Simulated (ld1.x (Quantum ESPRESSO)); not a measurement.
## Reading a pseudo-wave (rhodium (Rh))

Columns: radius, all-electron u(r) and pseudo u(r) of the 4s shell (level -103.46 eV) of rhodium in the configuration [Ar] 3d10 4s2 4p6 4d7 5s0 5p0; PBE, scalar-relativistic, TM scheme, ld1.x (Quantum ESPRESSO) 7.5.

| r (bohr) | all-electron | pseudo |
| --- | --- | --- |
| 0.085 | -0.4090 | -0.1448 |
| 0.170 | 0.0428 | -0.2873 |
| 0.255 | 0.5895 | -0.4256 |
| 0.340 | 0.5849 | -0.5572 |
| 0.425 | 0.2200 | -0.6800 |
| 0.510 | -0.2425 | -0.7910 |
| 0.595 | -0.6483 | -0.8873 |
| 0.680 | -0.9385 | -0.9649 |
| 0.765 | -1.1090 | -1.0198 |
| 0.850 | -1.1774 | -1.0484 |
| 0.935 | -1.1698 | -1.0481 |
| 1.020 | -1.1109 | -1.0187 |
| 1.105 | -1.0216 | -0.9627 |
| 1.190 | -0.9175 | -0.8857 |
| 1.275 | -0.8091 | -0.7951 |
| 1.360 | -0.7037 | -0.6989 |
| 1.445 | -0.6051 | -0.6040 |
| 1.530 | -0.5158 | -0.5157 |
| 1.615 | -0.4364 | -0.4364 |
| 1.700 | -0.3670 | -0.3670 |
| 1.785 | -0.3071 | -0.3071 |
| 1.870 | -0.2559 | -0.2559 |
| 1.955 | -0.2124 | -0.2124 |
| 2.040 | -0.1758 | -0.1758 |
| 2.125 | -0.1450 | -0.1450 |
| 2.210 | -0.1193 | -0.1193 |

(1) How many radial nodes do the two functions have?

(2) At about which radius was the pseudo-wave matched?

(3) Is the pseudo-wave norm-conserving?

Answers

(1) The all-electron 4s function has n − l − 1 = 3 (the table is too coarse to show those close to the nucleus); the pseudo-wave has 0, since the states of the same l below it are removed with the core.

(2) 1.70 bohr. The columns agree to 0.0005 from 1.53 bohr on; several derivatives are matched, so the curves merge somewhat inside the radius.

(3) Yes: the TM scheme keeps the norm inside the radius equal to the all-electron one, which fixes the energy derivative of the logarithmic derivative at the level.
